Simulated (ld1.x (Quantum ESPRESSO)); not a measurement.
**phosphorus (P): excitation energies, all-electron against TM**

```json
{
 "Element": "P",
 "Generator": "ld1.x (Quantum ESPRESSO) 7.5",
 "Type": "norm-conserving Troullier–Martins (Kleinman–Bylander form)",
 "Functional": "PBEsol",
 "Relativity": "scalar-relativistic",
 "Frozen core": "[Ne]",
 "Valence charge": "5",
 "Reference configuration": "3s2 3p1 (charge +2)",
 "Partial waves": "3p (bound): rc 1.70 bohr; 3d channel at -0.15 Ry: rc 1.55 bohr; 3s (bound): rc 1.65 bohr",
 "Local potential": "the s channel",
 "Core correction": "a·sin(br)/r model core inside 1.25 bohr"
}
```

Energies are relative to the spin-unpolarised reference configuration 3s2 3p1; without spin polarisation the order of configurations can differ from experiment.

| valence configuration | charge | ΔE all-electron (eV) | error AE − PS (meV) |
| --- | --- | --- | --- |
| 3s2 3p3 | 0 | -28.810 | +24 |
| 3s2 3p2 | +1 | -19.112 | +9.1 |
| 3s2 3p0 | +3 | 29.706 | +11 |
| 3s2 3p2.5 | +0.5 | -25.050 | +17 |
| 3s0 3p5 | 0 | -11.658 | +15 |

(1) What are ΔE and the potential's error for 3s2 3p3.3?

(2) What are ΔE and the potential's error for 3s1 3p0?

## Answers

(1) ΔE = -30.109 eV all-electron; the error (AE − PS) is +27 meV.

(2) ΔE = 81.619 eV all-electron; the error (AE − PS) is +25 meV.
